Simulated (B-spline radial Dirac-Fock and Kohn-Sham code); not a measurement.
# Binding energies of Ca⁸⁺ at several levels of theory

System: Ca⁸⁺, [Ne] 3s2.

The density-functional columns are spherical, spin-unpolarised Dirac-Kohn-Sham results without Breit or QED terms: −ε is minus the orbital energy of the initial state and ΔSCF the difference of two total energies. The reference in the last column comes from Dirac-Fock energy differences between relaxed states, corrected for Breit and QED terms. All numbers are from a radial B-spline solver, in eV; a selection of levels is shown.

```csv
level,LDA −ε,LDA ΔSCF,Dirac-Fock
K (1s),4110.9,4238.2,4231.1
L1 (2s),575.1,604.3,619.5
L2 (2p1/2),500.6,533.2,530.6
L3 (2p3/2),496.8,529.2,527.0
M1 (3s),178.8,189.7,186.2
```

For the outermost level NIST gives 188.54 ± 0.06 eV (semi-empirical); the differences from it are LDA −ε -9.73, LDA ΔSCF +1.20, Dirac-Fock -2.32 eV.

Values without a named source are computed, but for edge energies of neutral atoms, which are taken from tables.
